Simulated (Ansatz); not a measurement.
CH₃Cl₃SSi, SMILES `CS[Si](Cl)(Cl)Cl`. Charge 0, multiplicity 1. Geometry: relaxed with PBE0-D4/def2-TZVP. It is one conformer, not always the lowest.

```xyz
9

C     0.462   -1.186   -0.929
S     0.231   -1.018    0.866
Si   -0.398    0.977    0.945
Cl    0.997    2.254    0.183
Cl   -0.727    1.418    2.897
Cl   -2.107    1.287   -0.122
H    -0.476   -1.022   -1.458
H     1.227   -0.500   -1.288
H     0.792   -2.211   -1.093
```

Q: What is the dipole moment at PBE/def2-TZVPP? (An estimate is asked.)

A: The calculation gave: 1.97 D, with components (0.51, -1.16, -1.51) D in this frame, pointing from negative to positive charge.

Q: And with r2SCAN, B3LYP, ωB97M-V? (An estimate is asked.)

A: The calculation gave: r2SCAN 2.06 D, B3LYP 2.00 D, ωB97M-V 1.98 D.

Q: Give the Mulliken charges with PBE, ωB97M-V, B3LYP in def2-TZVPP. (An estimate is asked.)

A: The calculation gave: 
```
atom    PBE  ωB97M-V  B3LYP
  C1  -0.26    -0.35  -0.28
  S2  -0.15    -0.12  -0.16
 Si3   0.53     0.50   0.63
 Cl4  -0.17    -0.16  -0.20
 Cl5  -0.16    -0.15  -0.19
 Cl6  -0.17    -0.16  -0.20
  H7   0.13     0.15   0.13
  H8   0.13     0.15   0.13
  H9   0.13     0.14   0.13
```

B3LYP here is the variant with VWN-RPA as its local correlation; programs differ in this.

Program: Ansatz 0.2.0.
